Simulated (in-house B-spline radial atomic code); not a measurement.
Ionising the niobium ion Nb⁷⁺ with different functionals

Computed with a B-spline radial code for spherical atoms: non-relativistic Hamiltonian, point nucleus, spin-polarised at highest spin, spherical fractional occupations for the functionals, and exact exchange of hybrids averaged over the configuration. The ionisation energy is the difference of two self-consistent energies, [Ar] 3d10 4s2 4p4 → [Ar] 3d10 4s2 4p3, without Breit or QED terms; ε is the level of the shell that loses the electron (its least bound occupied spin orbital). There is no spin-orbit coupling in this Hamiltonian.

```
   method                    rung  ΔSCF (eV)  -ε(4p) (eV)
     PBE0           global hybrid     136.42       130.06
    B3LYP           global hybrid     136.71       129.74
    TPSSh           global hybrid     136.31       128.71
   M06-2X           global hybrid     135.76       132.62
BHandHLYP           global hybrid     136.44       132.22
  r2SCAN0           global hybrid     136.16       130.07
    B97-1           global hybrid     136.44       129.65
    HSE06  range-separated hybrid     136.54       129.64
    wB97X  range-separated hybrid     136.63       132.67
CAM-B3LYP  range-separated hybrid     136.71       131.73
  LC-wPBE  range-separated hybrid     136.71       133.21
```

Task: Among the functionals, which spreads more, the ΔSCF values or the orbital energies?

Result: The orbital energies: ΔSCF values span about 0.95 eV and the orbital energies 4.50 eV; here energy differences depend much less on the functional than eigenvalues do.

Task: How do they compare with the NIST value?

Result: NIST lists 136 eV ± 2.1 (tabulated theory, ground level to ground level). Errors run from -0.24 to +0.71 eV; all lie within about twice that uncertainty, so the table can't rank the methods.
